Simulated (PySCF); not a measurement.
**W (tungsten, neutral) across methods**

[Xe] 4f14 5d3 6s2 7s1, high-spin 5F determinant (an excited configuration). Computed with PySCF 2.14 in aug-cc-pVTZ-PP with ECP60MDF (6s6p5d3f2g, 88 functions), with scalar relativity through the core potential. The B2PLYP total includes its PT2 part (frozen core); its orbital energies are those of the SCF part.

```tsv
method	E (hartree)	mean ε 6s α (eV)	mean ε 6s β (eV)	mean ε 7s α (eV)	Σ⟨r²⟩ (bohr²)	⟨S²⟩
LDA	-66.8774	-10.244	-9.078	-1.661	124.0	6.002
r2SCAN	-67.0550	-10.226	-8.891	-1.651	127.1	6.013
TPSSh	-67.0150	-10.371	-9.006	-1.739	129.0	6.005
PBE	-67.0581	-10.050	-8.774	-1.683	126.6	6.003
BP86	-67.1312	-10.172	-8.999	-1.728	125.3	6.003
UHF	-66.46018	-12.439	-10.557	-2.349	130.9	6.012
B2PLYP	-66.8500	-11.318	-10.036	-1.957	128.0	6.006
```

Task: Estimate the same row for PBE0.

Result: E (hartree) = -67.0209; mean ε 6s α (eV) = -10.825; mean ε 6s β (eV) = -9.483; mean ε 7s α (eV) = -1.924; Σ⟨r²⟩ (bohr²) = 127.6; ⟨S²⟩ = 6.004.

Energies and moments cover only the electrons outside the core potential. Spin-orbit coupling, absent here, splits the open shell strongly. The outer electron is Rydberg-like, and this basis confines it to a smaller radius and binds it less than a complete one would.
